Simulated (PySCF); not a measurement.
# Two-dimensional NMR puzzle

Compound of formula C$_{7}$H$_{10}$F$_{2}$. Correlations simulated from computed shifts and the bond graph:

HSQC (one-bond C–H):
```csv
δH,δC
5.43,107.7
2.82,42.6
2.38,42.6
2.28,24.1
2.16,24.1
1.81,37.3
1.81,37.3
1.43,25.2
```

COSY cross peaks (H two or three bonds apart, from the bond graph; peaks can be absent where the dihedral angle is near 90°):
```csv
δH,δH
5.43,2.28
5.43,2.16
2.82,2.38
2.28,2.16
2.28,1.81
2.28,1.81
2.16,1.81
2.16,1.81
1.81,1.81
```

HMBC (two and three bonds, from the bond graph):
```csv
δH,δC
5.43,"168.2, 42.6, 37.3, 24.1"
2.82,"168.2, 107.7, 95.4, 37.3, 25.2"
2.38,"168.2, 107.7, 95.4, 37.3, 25.2"
2.28,"168.2, 107.7, 95.4, 37.3"
2.16,"168.2, 107.7, 95.4, 37.3"
1.81,"107.7, 95.4, 42.6, 25.2, 24.1"
1.81,"107.7, 95.4, 42.6, 25.2, 24.1"
1.43,"95.4, 42.6, 37.3"
```

Carbons without hydrogens: δ 168.2, 95.4.

Averaged over atoms made equivalent by symmetry, fast rotation or ring inversion, non-relativistic Hamiltonian, one computed conformer, no solvent. Coordinates at the GFN2-xTB level; shieldings: GIAO PBE0/pcSseg-1; PySCF.

References, each an isolated molecule treated in the same way: ¹H (σ = 31.72 ppm), ¹³C (σ = 186.93 ppm) against TMS.

Exchangeable hydrogens are left out of these lists.

Which molecule is this?

Results:

`C[C@@]1(F)CCC=C(F)C1`.

Atom-mapped SMILES (the numbers label the heavy atoms): `[CH3:1][C@@:2]1([F:3])[CH2:4][CH2:5][CH:6]=[C:7]([F:8])[CH2:9]1`; H(Xn) means a hydrogen on atom n. Ha(C4), Ha(C5), Ha(C9) are pro-R; Hb(C4), Hb(C5), Hb(C9) are pro-S.

1. δC 168.2 is C7, a fully substituted alkene carbon.
2. δC 107.7 is C6, an alkene CH (δH 5.43).
3. δC 95.4 is C2, a fully substituted sp3 carbon bonded to F.
4. δC 42.6 is C9, an allylic sp3 CH2 (δH 2.38, 2.82).
5. δC 37.3 is C4, an sp3 CH2 in a ring (δH 1.81).
6. δC 25.2 is C1, a methyl carbon (δH 1.43).
7. δC 24.1 is C5, an allylic sp3 CH2 (δH 2.16, 2.28).
8. HMBC from δH 5.43 reaches the proton-free carbon C7.
9. HMBC from δH 2.82 reaches the proton-free carbons C7, C2.
10. HMBC from δH 2.38 reaches the proton-free carbons C7, C2.
11. HMBC from δH 2.28 reaches the proton-free carbons C7, C2.
12. COSY links 5.43–2.28, 5.43–2.16, 2.82–2.38, 2.28–2.16, 2.28–1.81, 2.28–1.81.

The data come from this structure; uniqueness wasn't tested.

Shifts are as computed. Against solution values, carbons near 30 ppm lie about +3 ppm off and those near 130 ppm about +5 ppm. Of 1309 compounds with measured shifts, 239 miss one by over three times the rms of a fit or turn the order of signals round; such compounds aren't used in these exercises.
